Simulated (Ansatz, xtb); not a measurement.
Species: BO, net charge 1, singlet state. 
Geometry from a B3LYP-D3(BJ)/def2-TZVP (Ansatz, a quantum-chemistry and plane-wave program) optimisation:
```xyz
2

B      0.0000     0.0000    -0.7313
O      0.0000     0.0000     0.4571
```
Charge +1, spin multiplicity 1.

Harmonic wavenumbers from GFN2-xTB (xtb, at its own minimum), cm⁻¹: 2310.

### Question
Give the harmonic wavenumbers at B3LYP-D3(BJ)/def2-TZVP (Ansatz, finite differences of forces, unscaled).

### Answer
1952 cm⁻¹. Zero-point energy 2.8 kcal/mol.

### Question
From these and the geometry, give the ideal-gas thermochemistry at 298.15 K and 1 atm (rigid rotor, harmonic oscillator).

### Answer
Point group C∞v, rotational symmetry number 1. Rotational constants 55.47, 55.47 GHz. S(trans) 35.79, S(rot) 11.36, S(vib) 0.00, S(elec, spin only) 0.00, S 47.2 cal/(mol K). H(298) - H(0) 2.07 kcal/mol; G - E(el) -9.2 kcal/mol.
